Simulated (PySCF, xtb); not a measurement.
C3H12N2Si, SMILES CC(C)[SiH](N)N. The values are those of a single conformer.

Harmonic wavenumbers (cm⁻¹) from xtb with GFN2-xTB at its own minimum, in rising order: 39, 141, 164, 170, 195, 226, 242, 246, 306, 341, 416, 522, 551, 630, 667, 696, 784, 824, 865, 924, 945, 956, 997, 1050, 1140, 1186, 1297, 1319, 1410, 1423, 1503, 1509, 1515, 1516, 1530, 1532, 2180, 2921, 2990, 2995, 3021, 3030, 3034, 3037, 3472, 3477, 3506, 3510.

### Question
What does PBE-D3(BJ)/def2-SVP in PySCF give at its own minimum? (An estimate is asked for; the answer gives what the named calculation found.)

### Answer
55, 132, 169, 209, 224, 235, 256, 300, 331, 357, 385, 421, 433, 581, 717, 748, 777, 847, 861, 883, 890, 902, 949, 982, 1087, 1140, 1205, 1269, 1328, 1347, 1406, 1416, 1423, 1431, 1483, 1488, 2095, 2937, 2946, 2948, 3021, 3023, 3043, 3054, 3484, 3494, 3581, 3596. Paired by order, the mean absolute difference is 46 cm⁻¹ and the zero-point energies are 95.7 and 94.2 kcal/mol.
